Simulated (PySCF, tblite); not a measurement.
Dissociation curve of IF, singlet.

Methods: UKS-wB97X-V = PySCF with unrestricted wB97X-V/def2-SVP, def2 effective core potentials past Kr; GFN2-xTB, 300 K electronic temperature (tblite); RKS-wB97X-V = restricted wB97X-V/def2-SVP, def2 effective core potentials past Kr (PySCF 2.14.0); UKS-B3LYP = PySCF with unrestricted B3LYP/def2-SVP, def2 effective core potentials past Kr; RKS-B3LYP = restricted B3LYP/def2-SVP, def2 effective core potentials past Kr in PySCF.

Energies are in kJ/mol, each relative to the lowest point of its own curve near equilibrium.

| R / Å | UKS-wB97X-V | GFN2-xTB | RKS-wB97X-V | UKS-B3LYP | RKS-B3LYP |
|---|---|---|---|---|---|
| 1.44 | 761.8 | 536.7 | 761.8 | 778.5 | 778.5 |
| 1.53 | 423.5 | 278.5 | 423.5 | 439.1 | 439.1 |
| 1.61 | 232.8 | 148.5 | 232.8 | 246.6 | 246.6 |
| 1.70 | 102.3 | ___ | 102.3 | 113.4 | 113.4 |
| 1.78 | 37.7 | 25.9 | 37.7 | 46.0 | 46.0 |
| 1.83 | 15.0 | 11.7 | 15.0 | 21.3 | 21.3 |
| 1.90 | 0.0 | ___ | 0.0 | 3.3 | 3.3 |
| 1.98 | 0.4 | 0.0 | 0.4 | 0.0 | 0.0 |
| 2.00 | 2.7 | ___ | 2.7 | 1.3 | 1.3 |
| 2.07 | 15.8 | 7.5 | 15.8 | 11.1 | 11.1 |
| 2.23 | 65.4 | ___ | 65.4 | 52.1 | 52.1 |
| 2.34 | 106.9 | 61.1 | 106.9 | 87.5 | 87.5 |
| 2.54 | 170.0 | 111.0 | 185.0 | 149.3 | 153.9 |
| 2.89 | 223.4 | 187.9 | 307.4 | 207.7 | 255.1 |
| 3.16 | 239.7 | 224.7 | 383.1 | 228.7 | 314.6 |
| 3.43 | 246.5 | 244.4 | 443.0 | 240.1 | 359.0 |
| 3.79 | 250.4 | — | 502.4 | 248.5 | 399.8 |
| 4.17 | 252.4 | — | 546.3 | 253.3 | 427.2 |
| 4.69 | 253.3 | — | 585.5 | 255.7 | ___ |
| 5.09 | 253.6 | — | 605.5 | 256.2 | ___ |
| 5.72 | 253.8 | — | 627.0 | 256.2 | 465.6 |
| 6.59 | 253.9 | — | 646.5 | 256.3 | 471.2 |
| 7.61 | 254.0 | — | 662.6 | 256.4 | 475.3 |

Fill in the missing entries.


- 1.70, GFN2-xTB: 65.7
- 1.90, GFN2-xTB: 1.5
- 2.00, GFN2-xTB: 0.9
- 2.23, GFN2-xTB: 35.7
- 4.69, RKS-B3LYP: 448.4
- 5.09, RKS-B3LYP: 457.6

A dash means that the run gave no value there, or that the column was ended at a point which the program doubted or which failed a test of continuity chosen for this set; such a test can also cut sound points.

The unrestricted solution behind UKS-wB97X-V, UKS-B3LYP changes between 2.54 and 2.89 Å, which can leave a kink. The unrestricted determinant behind UKS-wB97X-V, UKS-B3LYP is spin-contaminated at 2.54 to 7.61 Å (<S²> up to 1.0, against 0.00 for a pure singlet). At the longest distance RKS-wB97X-V, RKS-B3LYP leaves fractional charges on the fragments, a sign of delocalisation error or of the restricted form. The restricted form behind RKS-wB97X-V, RKS-B3LYP keeps the bonding electrons paired and can't separate into open-shell fragments.
